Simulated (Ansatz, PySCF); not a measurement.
Gas-phase reaction in SMILES: C=CF [fluoroethene] + 3 [H][H] (H2) → 2 C (CH4) + F (HF)
Geometries: B3LYP-D3(BJ)/def2-TZVP minima from Ansatz (a program for electronic structure).

Quantity: energy of full hydrogenation (enthalpy at 298 K, with B3LYP-D3(BJ) rigid-rotor harmonic-oscillator terms from PySCF), in kcal/mol. Correlated levels leave the core frozen unless marked. Spin-orbit coupling is left out. No relativistic terms. CBS marks a two-point X^-3 extrapolation of the correlation energy; Hartree-Fock from the larger set. The bracket is a focal-point correction in the basis named.

From measured enthalpies of formation at 298 K: -66.7 kcal/mol (C=CF -34.1, ATcT 1.112; [H][H] (H2) 0.0, ATcT 1.112; C (CH4) -17.8, ATcT 1.112; F (HF) -65.2, ATcT 1.112). It holds spin-orbit effects, which the calculations lack, and core correlation, which the frozen-core levels lack.

```json
[
 {"level": "HF/cc-pVDZ", "program": "Ansatz", "energy of full hydrogenation (kcal/mol)": "-71.3", "error against measurement": "-4.6"},
 {"level": "HF-D4/def2-TZVPD", "program": "PySCF + dftd4", "energy of full hydrogenation (kcal/mol)": "-67.8", "error against measurement": "-1.1"},
 {"level": "revPBE-D4/def2-TZVPD", "program": "Ansatz + dftd4", "energy of full hydrogenation (kcal/mol)": "-60.7", "error against measurement": "6.0"},
 {"level": "r2SCAN-D4/def2-TZVPD", "program": "Ansatz + dftd4", "energy of full hydrogenation (kcal/mol)": "-64.5", "error against measurement": "2.2"},
 {"level": "LC-wPBE-D4/def2-TZVPD", "program": "Ansatz + dftd4", "energy of full hydrogenation (kcal/mol)": "-70.8", "error against measurement": "-4.1"},
 {"level": "MP2/STO-3G", "program": "Ansatz", "energy of full hydrogenation (kcal/mol)": "-49.2", "error against measurement": "17.5"},
 {"level": "RI-MP2/CBS(aug-cc-pVTZ,aug-cc-pVQZ)+[CCSD(T)-MP2]/aug-cc-pVTZ", "program": "Ansatz", "energy of full hydrogenation (kcal/mol)": "-66.9", "error against measurement": "-0.2"}
]
```
